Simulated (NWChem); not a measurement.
System: InH2I; SMILES [InH2][I]

Results from NWChem. The geometry was optimised at PBE-D3(BJ)/def2-SVP. def2 effective core potentials on In, I; no spin-orbit coupling. Level r2SCAN/def2-SVP: energy and gradient on several grids; changes count from the extra-fine grid, which is no exact limit either.

| grid | size of the energy change (μHa) | largest change of a gradient component (μHa/bohr) |
|---|---|---|
| xcoarse | 2000 | 20000 |
| coarse | 300 | 500 |
| medium | 30 | 100 |
| fine | < 10 | < 30 |
| xfine | < 10 | < 30 |
